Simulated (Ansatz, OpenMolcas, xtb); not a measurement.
**GeH3O (SMILES [O][GeH3]): methods side by side**

GeH3O: 5 atoms, total charge 0, spin state doublet. As SMILES, `[O][GeH3]`. Geometry: relaxed at PBE0-D4/def2-TZVP.

Quantity: the electronic atomisation energy, in eV. The values are calculated. Electronic energies at fixed atoms, without zero-point motion or spin-orbit coupling.

```csv
level,kind,program,value (eV),CPU time (all runs)
GFN0-xTB,semi-empirical,xtb,20.24,under 2 s
UHF/def2-TZVP,Hartree–Fock,OpenMolcas,9.00,42 s
USVWN5/def2-TZVP,LDA,OpenMolcas,14.75,66 s
UBLYP/def2-TZVP,GGA,OpenMolcas,12.70,99 s
U-r2SCAN/def2-TZVP,meta-GGA,OpenMolcas,12.97,1.7 min
UB3LYP/def2-TZVP,global hybrid,OpenMolcas,12.73,81 s
FCI/STO-3G,exact in the basis,Ansatz,14.90,1.8 min
```

All-electron rows without a relativistic Hamiltonian named are non-relativistic. The values span 9.00 to 20.24 eV. The xTB rows lack spin polarisation, so open shells miss the exchange term that lowers them. High-level rows in very small sets aren't better than simpler rows in larger ones. Times are those of the runs behind each value, whatever else they computed, on shared processors of several kinds: orders of magnitude only.
